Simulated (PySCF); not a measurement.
# How methods differ on the ionisation energy of S⁺

S⁺ [Ne] 3s2 3p3 (4S) → S²⁺ [Ne] 3s2 3p2 (3P), as a difference of total energies. All numbers are calculated (PySCF 2.14, no relativity, point nucleus, in cc-pV(T+d)Z). Correlated levels: valence: [Ne] frozen. The calculations carry no spin-orbit coupling.

```tsv
method	ionisation energy (eV)
UHF	22.720
r2SCAN	23.522
BP86	23.346
MP2 (valence)	23.336
SCS-MP2 (valence)	23.149
CCSD (valence)	23.268
CCSD(T) (valence)	23.306
```

Question: How much does correlation contribute at CCSD(T) (valence)?

Answer: 23.306 − (22.720) = 0.586 eV, measured against UHF.

The reference lies between the lowest fine-structure levels, while these numbers refer to the centres of the terms.

Errors of the correlated levels include the incompleteness of this basis and the frozen core.

For comparison: 23.338 eV (measured; NIST Atomic Spectra Database, ionization energies).
